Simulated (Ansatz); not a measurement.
Job for Ansatz (a program for electronic structure): U-r2SCAN/def2-TZVPP on F2OW (SMILES [O]=[W]([F])[F]), 2S+1 = 3, a spin state set in the input, which need not be the lowest. Elements past Kr take the def2 small-core potentials; no spin–orbit coupling.

Ansatz 0.2 input:
```yaml
crystal:
  periodic: [false, false, false]
  atoms:
    - {symbol: W, position_ang: [0.04965517, -0.00605286, -0.03000263]}
    - {symbol: O, position_ang: [1.60259297, -0.55763405, -0.41725931]}
    - {symbol: F, position_ang: [-0.72085960, -0.33904307, 1.66646600]}
    - {symbol: F, position_ang: [-0.98937627, 0.96969526, -1.27534821]}
basis:
  gaussian:
    orbitals: def2-TZVPP
hamiltonian:
  xc: {name: r2SCAN}
magnetization: {spin_polarized: true, initial_magnetization: 2}
```

Predict the final total energy.

-342.1866 hartree.

How many basis functions does it have, and what does it roughly cost on one machine?

149 functions; around 10 core-seconds (rough).
